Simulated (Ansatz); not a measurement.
`C[O][In]([CH3])[Cl]` and `[CH3][In]([Cl])[SeH]` differ in one atom or group.

Ansatz, PBE0-D4/def2-TZVP geometries, multiplicity 1. Each molecule was computed in one conformer, which needn't be the lowest.

Elements past krypton have def2 core potentials. Scalar relativity is left out up to krypton.

```
                                          property  `C[O][In]([CH3])[Cl]`
              HOMO–LUMO gap (PBE0/def2-TZVPP) / eV                   6.33
           HOMO–LUMO gap (ωB97M-V/def2-TZVPP) / eV                  10.34
size of the dipole moment (ωB97M-V/def2-TZVPP) / D                   2.55
             HOMO energy (ωB97M-V/def2-TZVPP) / eV                  -9.96
                 LUMO energy (PBE/def2-TZVPP) / eV                  -2.11
                 HOMO energy (PBE/def2-TZVPP) / eV                  -6.09
```

(1) What does the change do to each property? (An estimate is asked.)

## Answers

(1) Ansatz gave: 
```
                                          property  `[CH3][In]([Cl])[SeH]`  shift
              HOMO–LUMO gap (PBE0/def2-TZVPP) / eV                    5.98  -0.35
           HOMO–LUMO gap (ωB97M-V/def2-TZVPP) / eV                    9.68  -0.66
size of the dipole moment (ωB97M-V/def2-TZVPP) / D                    2.67   0.12
             HOMO energy (ωB97M-V/def2-TZVPP) / eV                   -9.46   0.50
                 LUMO energy (PBE/def2-TZVPP) / eV                   -2.18  -0.07
                 HOMO energy (PBE/def2-TZVPP) / eV                   -6.20  -0.11
```

With PBE0 the HOMO rises by 0.24 eV and the LUMO falls by 0.11 eV, so the gap narrows by about 0.35 eV. PBE moves the HOMO by -0.11 eV and ωB97M-V by 0.50 eV. Dipoles are sizes alone; their direction can turn.

Spin–orbit coupling is left out; it splits and shifts lone-pair levels of the heavy atoms by tenths of an eV.
